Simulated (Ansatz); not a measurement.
Ansatz results at the PBE0-D4/def2-TZVP geometry: HOMO–LUMO gap (ωB97M-V/def2-TZVPP) 10.07 eV; ideal-gas entropy at 298 K and 1 bar (rigid rotor, harmonic PBE0-D4/def2-TZVP) 339 J/(mol·K); size of the dipole moment (B3LYP/def2-TZVPP) 1.60 D.

(1) Which molecule gave them?
A. `[CH3][AlH][AlH][F]`
B. `N[B]1[AlH][B]1O`
C. `C1N[SiH2]1`
D. `CC1=C(I)C1`

Answers

(1) D. The others give `[CH3][AlH][AlH][F]`: 8.46, 380, 1.98; `C1N[SiH2]1`: 10.62, 268, 1.22; `N[B]1[AlH][B]1O`: 7.30, 338, 3.02.

B3LYP here is the variant with VWN-RPA as its local correlation; programs differ in this.
